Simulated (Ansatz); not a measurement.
A made-up structure of GeNH$_{4}$ (charge -1), closed shell:

N1  (0.436, -1.345, 0.495)
Ge2  (-0.190, 0.178, -0.182)
H3  (1.194, -1.118, 1.141)
H4  (-1.359, -0.123, -1.183)
H5  (0.746, -2.317, 0.494)
H6  (-0.841, 1.281, 0.777)
(Å)

It is relaxed with PBE-D4/def2-SVPD and then PBE0-D4/def2-TZVPD (Ansatz 0.2.0). Atoms count as bonded within 1.22 times the sum of their covalent radii (H–H: 0.88 Å). The end point is not checked to be a true minimum.

**Question.** Does its bonding change? (A judgement: the text doesn't fix the answer.)

**Answer.** By the calculation: No: no bond forms or breaks.

Where it ends: The first stage lowers the energy by 1.82 eV in 16 steps. It ends as GeNH₄ ([NH2][GeH2]), total charge -1:
N1  (0.636, -1.088, 0.895)
Ge2  (0.035, 0.472, -0.144)
H3  (1.487, -1.435, 0.463)
H4  (-0.871, -0.297, -1.269)
H5  (-0.032, -1.850, 0.831)
H6  (-1.271, 0.753, 0.767)
(Å)

Labels in which every atom is bracketed show which atoms are joined, not bond orders.

For scale, one of the runs: PBE0-D4/def2-TZVPD relaxation, 127 basis functions, launched by `ansatz run in.yaml --threads 2 --pin off --events-out ev --progress --plain --max-ram 4352MiB`. The run took about 11 s on 2 CPU threads of an Intel Xeon Platinum 8488C (shared host).
